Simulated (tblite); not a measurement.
Isomers of C3H14SSi3. Computed values, GFN2-xTB/tblite, gas phase, harmonic and unscaled. Errors from tens to a few hundred cm⁻¹ against measured bands are possible. Modes of hydrogen on silicon can be 10 to 20 % off. One conformer each.

Electronic energies: GFN2-xTB at the same geometries; isomer energies are rough at this level and their order can be wrong.

```tsv
SMILES	electronic energy, lowest = 0 (kJ/mol)
[SiH3]CCC[SiH2]S[SiH3]	0.0
C[SiH2]C[SiH2]S[SiH2]C	40.8
CCCS[SiH2][SiH2][SiH3]	134.2
```

Problem. How do GFN2-xTB zero-point energies change the relative energies?

Solution. 
```tsv
SMILES	ZPE (kJ/mol)	of it from modes above 1550 cm⁻¹	electronic (kJ/mol)	with ZPE, lowest = 0 (kJ/mol)	lowest mode (cm⁻¹)	rings
[SiH3]CCC[SiH2]S[SiH3]	394.3	215.5	0.0	0.0	24	0
C[SiH2]C[SiH2]S[SiH2]C	398.1	225.5	40.8	44.6	20	0
CCCS[SiH2][SiH2][SiH3]	397.5	218.3	134.2	137.3	13i	0
```

The zero-point energies span 3.8 kJ/mol, from `[SiH3]CCC[SiH2]S[SiH3]` to `C[SiH2]C[SiH2]S[SiH2]C`. Slightly imaginary modes are left out of the zero-point energy: `CCCS[SiH2][SiH2][SiH3]` 12.7i cm⁻¹. The order is unchanged.
